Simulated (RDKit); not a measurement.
Input file for RDKit: UFF on Si2H6 (SMILES [SiH3][SiH3]).

```python
from rdkit import Chem
from rdkit.Chem import AllChem, rdDetermineBonds

blocks = [
'''8

Si   -0.00000001    0.00000000    1.17827237
Si   -0.00000001    0.00000000   -1.17827237
H     1.38918266    0.00000000    1.69731215
H    -0.69459132    1.20306761    1.69731111
H    -0.69459132   -1.20306761    1.69731111
H     1.38918266    0.00000000   -1.69731215
H    -0.69459132    1.20306761   -1.69731111
H    -0.69459132   -1.20306761   -1.69731111
''',
]
mol = None
for b in blocks:
    f = Chem.MolFromXYZBlock(b)
    rdDetermineBonds.DetermineBonds(f, charge=0)
    mol = f if mol is None else Chem.CombineMols(mol, f)
Chem.SanitizeMol(mol)
print(Chem.MolToSmiles(Chem.RemoveHs(mol)))
ff = AllChem.UFFGetMoleculeForceField(mol, vdwThresh=100.0, ignoreInterfragInteractions=False)
e = ff.CalcEnergy()
print(f'UFF energy {e:.6f} kcal/mol')
```

The log:

```
[SiH3][SiH3]
UFF energy 3.740584 kcal/mol
```

The run finished.

Cost: roughly 0.020 core-seconds.
